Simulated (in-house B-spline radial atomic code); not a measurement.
**RPA and G0W0 on PBE: the iodine ion I²⁵⁺**

Configuration [Ar] 3d10, mean-field start PBE. Computed with an all-electron radial atomic-structure program (B-spline basis): all electrons, non-relativistic, point nucleus, each spin shell either full or empty, empty states to l = 9 with an (l + 1/2)⁻⁴ tail; G0W0 by contour deformation at full frequency.

Without relativity these are model numbers: it shifts the levels of so heavy an element strongly and can reorder them.

Command:
```bash
python run_gw.py task.json out
```
Settings (radii: box in bohr, nucleus in fm):
```
Z                        53
electrons                28
configuration            [Ar] 3d10
hamiltonian              nr
method                   pbe,pbe
lmax                     9
spin_polarised           False
box_radius               3.47
intervals                48
```

Time taken, with all properties: 1.1 s on 1 thread of Intel(R) Xeon(R) Platinum 8375C CPU @ 2.90GHz (Ice Lake), on a shared host.

Energies (hartree):

```tsv
term	value
mean-field total	-6624.57625
Hartree-Fock functional on these orbitals	-6624.01546
direct second order	-2.2839
second-order exchange	0.65474
SOSEX correction	0.63477
```

**Question.** What is the RPA correlation energy, and what remains with SOSEX?

**Answer.** RPA gives -2.1569 hartree (-2.1 eV per electron); RPA + SOSEX gives -1.5221, and the second-order doubles -1.6292 hartree (no singles). SOSEX takes back 29 % of the RPA value.

Quasi-particle levels (eV):

```json
{"level": "3d", "occupied": "yes", "mean field": "-1367.13", "Σx - vxc": "-43.63", "Σc": "?", "QP weight": "?", "G0W0": "?"}
{"level": "3p", "occupied": "yes", "mean field": "-1584.80", "Σx - vxc": "-58.16", "Σc": "5.53", "QP weight": "0.991", "G0W0": "-1637.43"}
{"level": "3s", "occupied": "yes", "mean field": "-1703.43", "Σx - vxc": "-67.79", "Σc": "6.79", "QP weight": "0.990", "G0W0": "-1764.43"}
{"level": "4s", "occupied": "no", "mean field": "-796.39", "Σx - vxc": "20.47", "Σc": "-1.70", "QP weight": "0.998", "G0W0": "-777.62"}
```

G0W0 = mean field + (Σx - vxc) + Σc, with Σc (partial-wave tail included) taken at the quasi-particle energy. Only the outer levels were computed. Levels of low weight are left out.

**Question.** Where does G0W0 put 3d?

**Answer.** At -1408.36 eV, with Σc = 2.40 eV and a quasi-particle weight of 0.993. The tabulated removal energy is 1397 ± 4 eV (NIST, tabulated theory); the calculation leaves out relativity, Breit and QED terms, and what these don't explain is the method's own error.
